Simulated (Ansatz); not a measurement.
One change: `N[SiH](F)Br` becomes `N[SiH](F)[O][SbH2]`.

Ansatz, PBE0-D4/def2-TZVP geometries, multiplicity 1. Each molecule was computed in one conformer, which needn't be the lowest.

Elements past krypton have def2 core potentials. Scalar relativity is left out up to krypton.

```tsv
property	`N[SiH](F)Br`
size of the dipole moment (PBE/def2-TZVPP) / D	2.47
LUMO energy (PBE0/def2-TZVPP) / eV	0.58
HOMO energy (PBE0/def2-TZVPP) / eV	-8.23
HOMO energy (ωB97M-V/def2-TZVPP) / eV	-10.56
ideal-gas entropy at 298 K and 1 bar (rigid rotor, harmonic PBE0-D4/def2-TZVP) / J/(mol·K)	329
HOMO energy (B3LYP/def2-TZVPP) / eV	-7.96
```

(1) What does the change do to each property? (Estimate.)

Answers

(1) Ansatz gave: 
| property | `N[SiH](F)[O][SbH2]` | shift |
| --- | --- | --- |
| size of the dipole moment (PBE/def2-TZVPP) / D | 2.46 | -0.01 |
| LUMO energy (PBE0/def2-TZVPP) / eV | -1.21 | -1.79 |
| HOMO energy (PBE0/def2-TZVPP) / eV | -7.44 | 0.79 |
| HOMO energy (ωB97M-V/def2-TZVPP) / eV | -9.58 | 0.98 |
| ideal-gas entropy at 298 K and 1 bar (rigid rotor, harmonic PBE0-D4/def2-TZVP) / J/(mol·K) | 385 | 56 |
| HOMO energy (B3LYP/def2-TZVPP) / eV | -7.28 | 0.68 |

With PBE0 the HOMO rises by 0.79 eV and the LUMO falls by 1.79 eV, so the gap narrows by about 2.58 eV. PBE moves the HOMO by 0.47 eV and ωB97M-V by 0.98 eV. The zero-point energy changes by 46.1 kJ/mol with +9 modes. Dipoles are sizes alone; their direction can turn. Modes under 60 cm⁻¹, often nearly free rotors, make the harmonic entropy too high.

B3LYP here is the variant with VWN-RPA as its local correlation; programs differ in this.

Spin–orbit coupling is left out; it splits and shifts lone-pair levels of the heavy atoms by tenths of an eV.
